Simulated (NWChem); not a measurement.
Molecule: SiHOBrCl2; SMILES Cl[Si](O)(Cl)Br

```xyz
6

O      0.1037    -0.7584    -1.9167
Si     0.0085    -0.4841    -0.3066
Cl    -1.7049    -1.2826     0.4794
Cl     1.6287    -1.3846     0.5280
Br     0.0268     1.6739     0.1423
H     -0.5894    -0.3976    -2.4798
```
Atoms are numbered in this order, from 1.

Program: NWChem. Medium grid unless said otherwise, to which SCAN and Minnesota functionals are sensitive. Geometry: optimised at PBE0/def2-SVP.

Question: Among these, which level gives the highest value of “dipole (D)”?
A. PBE/def2-SVP
B. MN15/def2-SVP
C. HCTH/407/def2-SVP
D. KT2/def2-SVP

Answer: B, MN15/def2-SVP. Values: KT2/def2-SVP 1.71; PBE/def2-SVP 1.75; HCTH/407/def2-SVP 1.78; MN15/def2-SVP 1.86
